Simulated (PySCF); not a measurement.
H7NO2Si2, SMILES O([SiH2]O)[SiH2]N.

Geometry optimised at r2SCAN-D4/def2-SVP. This is a generated structure with no PubChem entry under its InChIKey; it may be hypothetical. One conformer was computed; it need not be the lowest.

Two levels are set side by side: PBE/def2-TZVP (PySCF) and ωB97X/def2-TZVP (PySCF). Same geometry, gas phase. Differences are taken from unrounded values.

| quantity | PBE |
|---|---|
| orbital gap (eV) | 5.89 |
| highest occupied level (eV) | -6.32 |
| lowest empty level (eV) | -0.43 |
| dipole moment (D) | 2.14 |
| mean polarisability (bohr³) | 65.5 |

These are the PBE values. What does ωB97X give? (An estimate is asked for; the answer gives what the named calculation found.)


| quantity | ωB97X | PBE minus ωB97X |
|---|---|---|
| orbital gap (eV) | 12.70 | -6.82 |
| highest occupied level (eV) | -10.29 | 3.97 |
| lowest empty level (eV) | 2.42 | -2.85 |
| dipole moment (D) | 2.06 | 0.08 |
| mean polarisability (bohr³) | 61.6 | 4.0 |

Without exact exchange PBE keeps part of each electron's self-repulsion, which lifts occupied levels and narrows the gap. PBE's more diffuse valence density responds more strongly to a field. Differences between two approximate levels are no errors against the true value.

Rough cost on one machine, each run with all the roots and properties that it gave: ωB97X against PBE within a factor of 2.
